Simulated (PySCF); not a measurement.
A series of related molecules

Method used: quadratic response CAM-B3LYP/aug-cc-pVDZ first hyperpolarisability, Taylor convention, gas phase (PySCF). Geometry: PBE0-D3(BJ)/def2-SVP.

Each molecule in one low-energy conformer.

Task: How does the norm of the vector part βᵢ = ⅓ Σⱼ (βᵢⱼⱼ + βⱼᵢⱼ + βⱼⱼᵢ) of the static first hyperpolarisability change along this series?
- FC1=CC=CC12CCC2 (H replaced by F)
- FC1=CC2(C=C1)CCC2 (H replaced by F)
- O=CC1=CC2(C=C1)CCC2 (H replaced by CHO)
- C#CC1=CC2(C=C1)CCC2 (H replaced by ethynyl)

Result: 
```csv
molecule,static β vector norm (au),static β HRS (au),S1 (eV)
FC1=CC=CC12CCC2,242,91,4.62
FC1=CC2(C=C1)CCC2,129,55,4.74
O=CC1=CC2(C=C1)CCC2,363,158,3.67
C#CC1=CC2(C=C1)CCC2,239,98,4.41
```
The norm of the vector part βᵢ = ⅓ Σⱼ (βᵢⱼⱼ + βⱼᵢⱼ + βⱼⱼᵢ) of the static first hyperpolarisability is lowest for FC1=CC2(C=C1)CCC2 and highest for O=CC1=CC2(C=C1)CCC2.
